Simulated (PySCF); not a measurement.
Start geometry of `[SiH3]O/C=C\Br` from GFN2-xTB (Å):
```
atom  x, y, z in Å
Si1    1.6384   -0.3760   -0.0444
O2     0.0954   -0.9763    0.0292
C3    -1.1627   -0.5234    0.0547
C4    -1.5613    0.7283    0.0244
Br5   -0.5011    2.2521   -0.0932
H6     2.3210   -1.6176   -0.0250
H7     1.8309    0.3793   -1.2952
H8     1.9149    0.4825    1.1152
H9    -1.8769   -1.3177    0.1468
H10   -2.6481    0.9477    0.0666
```

Q: What comes out of this run: PBE0-D3(BJ)/def2-SVP geometry optimisation, gas phase (PySCF 2.14.0)?

A: 
```
atom  x, y, z in Å
Si1    1.6069   -0.4405   -0.2074
O2     0.0132   -0.9865   -0.1108
C3    -1.1836   -0.4670    0.1487
C4    -1.5766    0.8118    0.1683
Br5   -0.4560    2.2730   -0.1991
H6     2.3910   -1.7052   -0.2447
H7     1.8543    0.3324   -1.4544
H8     1.9741    0.3462    1.0025
H9    -1.9408   -1.2305    0.3651
H10   -2.6082    1.0756    0.3975
```

The energy falls by 0.172 eV over 9 energy and gradient evaluations, the largest force component goes from 0.0376 to 1.3e-04 Eh/bohr, and the atoms move by 0.105 Å rms after alignment. The bond that changes most is Si1–H6 (oxygen-bound silicon to Si–H hydrogen), which lengthens by 0.072 Å. Bonds longer at the end by more than 0.005 Å: 7 of 9; shorter: 2. Among the angles that change most is O2–Si1–H6, from 97.5° to 102.9°. Among the dihedrals that turn most is Si1–O2–C3–C4, from 0° to 16°. Rotational constants go from 4474, 1511, 1145 to 4373, 1493, 1130 MHz. The orientation of the end geometry is arbitrary; only internal coordinates are fixed.

The run used 117 basis functions and 62 SCF cycles in all. Time: 42 s of wall time; peak memory 0.50 GiB. Hardware: Arm Neoverse V2, one thread, shared host.

PBE0-D3(BJ)/def2-SVP frequencies: not computed here. The numbers are those of one conformer.
